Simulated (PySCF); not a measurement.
Compound: trimethylchlorosilane, C₃H₉ClSi.
Bonds: C1–Si2, Si2–C3, Si2–C4, Si2–Cl5. Hydrogens: H6, H7, H8 on C1; H9, H10, H11 on C3; H12, H13, H14 on C4.

The same species was optimised twice, with GFN2-xTB and with PBE0-D3(BJ)/def2-SVP (PySCF), and the same property calculations (PySCF, gas phase) were run on both structures.

```
    coordinate  GFN2-xTB  PBE0-D3(BJ)/def2-SVP  change
   Si2–Cl5 (Å)     2.045                 2.094  +0.049
    Si2–C3 (Å)     1.905                 1.870  -0.035
    Si2–C4 (Å)     1.905                 1.870  -0.035
    C1–Si2 (Å)     1.905                 1.870  -0.035
    C4–H12 (Å)     1.086                 1.102  +0.016
    C3–H10 (Å)     1.086                 1.102  +0.016
     C1–H6 (Å)     1.086                 1.102  +0.016
     C3–H9 (Å)     1.086                 1.101  +0.015
     C1–H8 (Å)     1.086                 1.101  +0.015
     C1–H7 (Å)     1.086                 1.101  +0.015
    C4–H14 (Å)     1.086                 1.101  +0.015
    C4–H13 (Å)     1.086                 1.101  +0.015
    C3–H11 (Å)     1.086                 1.101  +0.015
C1–Si2–Cl5 (°)     108.2                 106.8    -1.4
 C1–Si2–C3 (°)     110.8                 112.2    +1.4
C3–Si2–Cl5 (°)     108.1                 106.8    -1.3
 C1–Si2–C4 (°)     110.7                 111.8    +1.1
C4–Si2–Cl5 (°)     108.2                 107.3    -0.9
 Si2–C3–H9 (°)     111.3                 110.4    -0.9
 C3–Si2–C4 (°)     110.7                 111.5    +0.8
 Si2–C1–H7 (°)     111.4                 110.5    -0.9
```

Rotational constants: A = 3038, B = 2166, C = 2165 MHz (GFN2-xTB) against A = 3106, B = 2174, C = 2168 MHz (PBE0-D3(BJ)/def2-SVP). Point groups within 0.08 Å: C3v and C3v. Atoms that the bonding makes alike are paired by their places after alignment.

On the GFN2-xTB structure: HOMO (eV) -8.40 [PBE0/pcSseg-1]; LUMO (eV) 1.18 [PBE0/pcSseg-1]; dipole (D) 2.12 [PBE0/pcSseg-1]; GIAO shielding of C1/C3/C4 (mean) (ppm) 182.1 [PBE0/pcSseg-1]; GIAO shielding of Si2 (ppm) 318.6 [PBE0/pcSseg-1]; GIAO shielding of Cl5 (ppm) 941.5 [PBE0/pcSseg-1].

Q: What do these properties become on the PBE0-D3(BJ)/def2-SVP structure?

A: 
```csv
property,level,on GFN2-xTB,on PBE0-D3(BJ)/def2-SVP,change
HOMO (eV),PBE0/pcSseg-1,-8.40,-8.40,0.00
LUMO (eV),PBE0/pcSseg-1,1.18,1.08,-0.10
dipole (D),PBE0/pcSseg-1,2.12,2.52,+0.40
"energy, GFN2-xTB geometry as zero (kcal/mol)",PBE0/pcSseg-1,0.0,-1.7,-1.7
GIAO shielding of C1/C3/C4 (mean) (ppm),PBE0/pcSseg-1,182.1,180.6,-1.5
GIAO shielding of Si2 (ppm),PBE0/pcSseg-1,318.6,311.4,-7.2
GIAO shielding of Cl5 (ppm),PBE0/pcSseg-1,941.5,931.0,-10.5
```

The heavy atoms differ by 0.026 Å rms after alignment. Among all bonds Si2–Cl5 changes most (+0.049 Å). Changes are differences of the printed values. Neither structure is proved a minimum here.
